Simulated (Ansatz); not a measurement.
Start from `C=C=C(N)F` and change one atom or group to get `C=C=C(F)N[SiH3]`.

Ansatz, PBE0-D4/def2-TZVP geometries, multiplicity 1. Each molecule was computed in one conformer, which needn't be the lowest.

| property | `C=C=C(N)F` |
| --- | --- |
| HOMO–LUMO gap (PBE/def2-TZVPP) / eV | 3.75 |
| size of the dipole moment (PBE/def2-TZVPP) / D | 2.22 |
| HOMO–LUMO gap (ωB97M-V/def2-TZVPP) / eV | 10.34 |
| HOMO energy (ωB97M-V/def2-TZVPP) / eV | -8.54 |
| HOMO energy (PBE/def2-TZVPP) / eV | -5.11 |
| size of the dipole moment (B3LYP/def2-TZVPP) / D | 2.31 |

(1) What does the change do to each property? (Best estimate.)

## Answers

(1) Computed: 
```
                                        property  `C=C=C(F)N[SiH3]`  shift
             HOMO–LUMO gap (PBE/def2-TZVPP) / eV               3.73  -0.02
  size of the dipole moment (PBE/def2-TZVPP) / D               1.35  -0.87
         HOMO–LUMO gap (ωB97M-V/def2-TZVPP) / eV              10.15  -0.19
           HOMO energy (ωB97M-V/def2-TZVPP) / eV              -8.61  -0.07
               HOMO energy (PBE/def2-TZVPP) / eV              -5.24  -0.13
size of the dipole moment (B3LYP/def2-TZVPP) / D               1.46  -0.85
```

With PBE0 the HOMO falls by 0.08 eV and the LUMO falls by 0.17 eV, so the gap narrows by about 0.09 eV. PBE moves the HOMO by -0.13 eV and ωB97M-V by -0.07 eV. Dipoles are sizes alone; their direction can turn.

B3LYP here is the variant with VWN-RPA as its local correlation; programs differ in this.
